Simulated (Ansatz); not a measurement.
A nudged elastic band was laid between two geometries of AlClH5NOSi + H3P (14 atoms, charge 0, multiplicity 1).

All numbers below come from Ansatz 0.2.0, RKS B3LYP/6-31G*.

| Property | Result |
| --- | --- |
| movable images | 5 |
| climbing image | yes |
| spring | 5.0 eV/Å² |
| optimiser | quadratic models (default) |
| start path | through a guess of the saddle point |
| force threshold | 0.03 eV/Å |
| iteration limit | 60 |
| end points | relaxed |

Image 0:

```xyz
14
Properties=species:S:1:pos:R:3
Al -0.183 0.185 0.422
N 0.066 0.630 2.112
H -0.627 0.505 2.838
H 0.891 1.095 2.468
Cl 1.344 0.608 -0.975
O -1.629 -0.536 -0.082
Si -2.861 -1.253 -0.903
H -3.131 -2.601 -0.332
H -4.099 -0.437 -0.786
H -2.525 -1.409 -2.344
P 1.567 -3.426 1.172
H 0.319 -3.604 0.508
H 2.123 -2.649 0.118
H 1.123 -2.287 1.904
```

Image 6:

```xyz
14
Properties=species:S:1:pos:R:3
Al 0.243 -0.874 0.366
N 0.217 0.054 2.196
H -0.758 0.191 2.470
H 0.664 0.970 2.140
Cl 1.361 0.616 -0.738
O -1.470 -0.881 0.122
Si -2.795 -1.228 -0.786
H -3.398 -2.527 -0.364
H -3.829 -0.170 -0.601
H -2.478 -1.323 -2.239
P 1.347 -2.918 0.798
H 0.377 -3.740 0.155
H 2.215 -2.864 -0.327
H 0.683 -0.485 2.928
```

(1) Which bonds break or form, and what moves?

(2) Give the energies along the band, and the barrier.

(3) What is the geometry of the highest image?

## Answers

(1) Bonds broken: P11–H14. Bonds formed: Al1–P11, N2–H14. AlClH5NOSi + H3P becomes AlClH8NOPSi.

(2) The forces met the threshold. The highest image is number 3 of 0 to 6, 83.3 kJ/mol above the first end and 176.3 kJ/mol above the last; the last end lies 93.0 kJ/mol below the first. Neighbouring images differ by up to 1.4 eV, so the band resolves the path poorly. A vibrational analysis at the climbing image gives one clearly imaginary mode, 1217i cm⁻¹, and a faint second one (27i cm⁻¹) that may be numerical noise or a soft torsion: probably a first-order saddle point. The orbitals stay closed-shell, which can raise the energy where a bond breaks towards radicals; this wasn't checked here.

```tsv
image	path coordinate (Å)	energy (kJ/mol)	P11–H14 (Å)	Al1–P11 (Å)	N2–H14 (Å)
0	0.00	0.0	1.43	4.08	3.11
1	0.77	0.6	1.43	3.85	2.90
2	1.55	12.9	1.44	3.35	2.28
3	2.32	83.3	1.68	2.74	1.47
4	3.08	-47.2	2.26	2.41	1.04
5	3.84	-88.5	2.89	2.36	1.02
6	4.61	-93.0	3.30	2.36	1.02
```

(3) 
```xyz
14
Properties=species:S:1:pos:R:3
Al 0.100 -0.420 0.339
N 0.295 0.020 2.146
H -0.518 0.039 2.760
H 0.964 0.729 2.440
Cl 1.436 0.614 -0.950
O -1.475 -0.796 -0.173
Si -2.878 -1.323 -0.845
H -3.417 -2.475 -0.068
H -3.894 -0.236 -0.835
H -2.670 -1.767 -2.250
P 1.319 -2.732 1.155
H 0.175 -3.176 0.439
H 2.082 -2.342 0.023
H 0.860 -1.315 1.939
```

Run time: 9.4 min on 4 threads of Arm Neoverse V1, with other jobs on the host, peak memory 0.37 GiB.
